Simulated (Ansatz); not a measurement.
Start from `[CH3][GeH2][GeH3]` and change one atom or group to get `[CH3][GeH2][Cl]`.

Ansatz, PBE0-D4/def2-TZVP geometries, multiplicity 1. 

Scalar relativity is left out up to krypton.

```json
{"property": "LUMO energy (ωB97M-V/def2-TZVPP) / eV", "`[CH3][GeH2][GeH3]`": "2.03"}
{"property": "HOMO–LUMO gap (ωB97M-V/def2-TZVPP) / eV", "`[CH3][GeH2][GeH3]`": "11.94"}
{"property": "ideal-gas entropy at 298 K and 1 bar (rigid rotor, harmonic PBE0-D4/def2-TZVP) / J/(mol·K)", "`[CH3][GeH2][GeH3]`": "355"}
{"property": "LUMO energy (B3LYP/def2-TZVPP) / eV", "`[CH3][GeH2][GeH3]`": "0.18"}
{"property": "zero-point energy (PBE0-D4/def2-TZVP) / kJ/mol", "`[CH3][GeH2][GeH3]`": "198.2"}
{"property": "LUMO energy (PBE/def2-TZVPP) / eV", "`[CH3][GeH2][GeH3]`": "-0.35"}
```

What does the change do to each property? (Best estimate.)

The calculation gave: 
```
                                                                                  property  `[CH3][GeH2][Cl]`  shift
                                                     LUMO energy (ωB97M-V/def2-TZVPP) / eV               2.05   0.02
                                                   HOMO–LUMO gap (ωB97M-V/def2-TZVPP) / eV              12.78   0.84
ideal-gas entropy at 298 K and 1 bar (rigid rotor, harmonic PBE0-D4/def2-TZVP) / J/(mol·K)                313    -42
                                                       LUMO energy (B3LYP/def2-TZVPP) / eV              -0.12  -0.30
                                            zero-point energy (PBE0-D4/def2-TZVP) / kJ/mol              141.2  -57.0
                                                         LUMO energy (PBE/def2-TZVPP) / eV              -0.79  -0.44
```

With PBE0 the HOMO falls by 0.62 eV and the LUMO falls by 0.28 eV, so the gap widens by about 0.34 eV. PBE moves the HOMO by -0.34 eV and ωB97M-V by -0.82 eV. The zero-point energy changes by -57.0 kJ/mol with -9 modes.

B3LYP here is the variant with VWN-RPA as its local correlation; programs differ in this.
